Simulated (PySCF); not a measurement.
**Do core-level shifts follow atomic charges?**

C₇H₁₂BF.
Atom-mapped SMILES: `[CH2:1]=[C:2]1[CH2:3][C@@H:4]([B:5]([CH3:6])[CH3:7])[C@@H:8]1[F:9]`

Binding energies: PySCF, delta-SCF UKS SCAN, pcX-2 on the ionised atom, pcseg-1 elsewhere, spin-free X2C. Charges: PBE0/pcSseg-1 ground-state density, for the ionised atom.

| atom | environment | C 1s (eV) | Mulliken (e) | IAO (e) | Hirshfeld (e) | ESP (e) |
| --- | --- | --- | --- | --- | --- | --- |
| C1 | terminal =CH2 carbon | 289.95 | -0.086 | -0.330 | -0.113 | -0.573 |
| C6 | sp3 carbon bound to boron | 289.98 | -0.530 | -0.567 | -0.193 | -0.704 |
| C4 | sp3 carbon bound to boron | 289.98 | -0.496 | -0.265 | -0.102 | -0.204 |
| C2 | fully substituted alkene carbon | 290.42 | -0.375 | +0.001 | -0.008 | +0.061 |
| C3 | allylic carbon | 290.63 | -0.086 | -0.270 | -0.069 | -0.175 |
| C8 | sp3 C–F carbon | 292.54 | +0.327 | +0.175 | +0.058 | +0.285 |

Problem. How well does each charge scheme correlate with the binding energies over these sites?

Solution. Mulliken: r = 0.84, slope 2.6 eV per e; Hirshfeld: r = 0.83, slope 9.5 eV per e; IAO: r = 0.80, slope 3.1 eV per e; ESP: r = 0.78, slope 2.1 eV per e. On 6 points no scheme stands out.

Problem. The point-charge model writes a binding energy as kq + V + constant, with V the potential of the other atoms' charges at the site. What does it give with the Mulliken charges?

Solution. V = Σ 14.40 eV Å × q/r over all other atoms: -0.07 eV at C1, +7.57 eV at C6, +5.53 eV at C4, +2.14 eV at C2, -0.27 eV at C3, -6.40 eV at C8. Fitting binding energy − V to q gives k = 17.4 eV per e and leaves an rms residual of 1.12 eV, against 0.49 eV for the fit on q alone. The model has no term for differences in relaxation between sites.

Geometry: PBE0-D3(BJ)/def2-SVP, one conformer, isolated molecule.

Conformer computed: `[CH2:1]=[C:2]1[CH2:3][C@@H:4]([B:5]([CH3:6])[CH3:7])[C@@H:8]1[F:9]`: C3–C4–B5–C6 142°.
